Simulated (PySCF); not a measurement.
PySCF input:

```python
from pyscf import gto, scf, dft

mol = gto.M(
    atom='''
    N    -0.00000000    0.00000000   -0.00000000
    H     1.02518092   -0.02305353   -0.01265764
    H    -0.49240386    0.89923605    0.02450653
    H    -0.53277706   -0.87618252   -0.01184889
    ''',
    basis='def2-tzvpd',
    charge=1,
    spin=1,
    verbose=4,
)

mf = dft.UKS(mol, xc='tpss').density_fit(auxbasis='def2-universal-jkfit')
mf.grids.level = 3
mf.conv_tol = 1e-9
mf.max_cycle = 100
mf.max_memory = 1500
mf.kernel()
if not mf.converged:
    mf = mf.newton()
    mf.kernel(mf.make_rdm1())
for _ in range(2):
    mo, _, stable, _ = mf.stability(return_status=True)
    if stable:
        break
    mf.kernel(mf.make_rdm1(mo, mf.mo_occ))
mf.analyze()
```

Question: Which total energy does the run end on?

Answer: -56.22129 Eh (TPSS/def2-TZVPD).
